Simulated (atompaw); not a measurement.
# Building the PAW (atompaw) potential for Ga (Z = 31) (LDA (PW92), scalar-relativistic).

Input for atompaw 4.2.0.5:

```
Ga 31
LDA-PW scalarrelativistic loggrid 1500 logderivrange -9 5 351
4 4 3 0 0 0
4 1 1
0 0 0
c
c
c
v
c
v
v
v
2
2.15 2.00 1.85 1.50
y
0.55
n
n
y
1.35
n
custom rrkj vanderbiltortho besselshape
bessel
2.15
2.15
1.15
2.15
1.55
1.55
PWSCFOUT
UPFDX 0.0125d0 UPFXMIN -7.d0 UPFZMESH 31.d0
END
```

Command:

```bash
atompaw < Ga.input > Ga.log
```

The program printed (summary file):

```
Completed calculations for Ga (AE)

 Exchange-correlation type: LDA, Perdew-Wang correlation

 Radial integration grid is logarithmic
 r0 =   2.7104631E-04 h =   8.4024356E-03   n =      1500 rmax =   8.0000000E+01

 Scalar relativistic calculation

 AEatom converged in  46 iterations
   nz     =  31.00
   delta  =       9.707675612396E-16

 All Electron Orbital energies:
  n  l      occupancy      energy
  1  0      2.0000000E+00 -7.5047108E+02
  2  0      2.0000000E+00 -9.2612684E+01
  3  0      2.0000000E+00 -1.0836287E+01
  4  0      2.0000000E+00 -6.7400126E-01
  2  1      6.0000000E+00 -8.0716808E+01
  3  1      6.0000000E+00 -7.2513221E+00
  4  1      1.0000000E+00 -2.0087905E-01
  3  2      1.0000000E+01 -1.4263954E+00

 Total energy
   Total                    :    -3882.24393082663619

 ---
 Completed calculations for Ga (SC)

 Exchange-correlation type: LDA, Perdew-Wang correlation

 Radial integration grid is logarithmic
 r0 =   2.7104631E-04 h =   8.4024356E-03   n =      1500 rmax =   8.0000000E+01

 Scalar relativistic calculation

 SCatom converged in   2 iterations
   nz     =  31.00
   delta  =       6.588609234843E-17

 Valence Electron Orbital energies:
  n  l      occupancy      energy
   4  0      2.0000000E+00 -6.7400126E-01
   3  1      6.0000000E+00 -7.2513221E+00
   4  1      1.0000000E+00 -2.0087905E-01
   3  2      1.0000000E+01 -1.4263954E+00

 Total energy
   Total                    :    -3882.24393083022414
   Valence                  :     -505.01114558183855

 PAW parameters:
       lmax =            2
         rc =    2.1572992689292163
        irc =         1070
   rc_shape =    2.0001562672745261
    rc_vloc =    1.8544585115961281
    rc_core =    1.5030519754665737
   Vloc: truncated form - Vps(r)=A.sin(qr)/r for r<rc
   Projector type: RRKJ pseudization + Vanderbilt ortho.
   Bessel compensation charge shape zeroed at   2.0002E+00

 Number of basis functions     6
 No.   n  nodes  l      Energy         Cp coeff         Occ
  1    4    3    0   -0.6740013E+00  0.6282387E+02  0.2000000E+01
  2  999    4    0    0.5500000E+00  0.4677566E+01  0.0000000E+00
  3    3    1    1   -0.7251322E+01 -0.1304747E+00  0.6000000E+01
  4    4    2    1   -0.2008790E+00  0.1036612E+02  0.1000000E+01
  5    3    0    2   -0.1426395E+01 -0.4511167E+01  0.1000000E+02
  6  999    1    2    0.1350000E+01  0.1943731E+03  0.0000000E+00

 Eigenvalues of overlap operator (in the basis of projectors):
    1        9.01001683E-02
    2        1.06460101E+00
    3        3.32973512E+00
    4        2.48786068E+01
    5        7.20981177E+01
    6        2.43757621E+05

 Orbital leakage outside PAW augmentation regions
   orb  is_core?  %out_of_sphere
   1 0    T          -0.00
   2 0    T           0.00
   3 0    T           0.01
   4 0    F          51.46
   2 1    T           0.00
   3 1    F           0.04
   4 1    F          78.94
   3 2    F           1.60

 Summary of PAW energies
   Total valence energy     :   -505.01115805525785
   Smooth energy            :     78.44029866564941
   One center               :   -583.45145672090723
   Smooth kinetic           :     70.08865154055205
   Vloc energy              :     17.20984653617377
   Smooth exch-corr         :    -13.75290300757186
   One-center xc            :   -131.45765229658164
```

The run took about 7.4 s on one core of a shared server CPU.
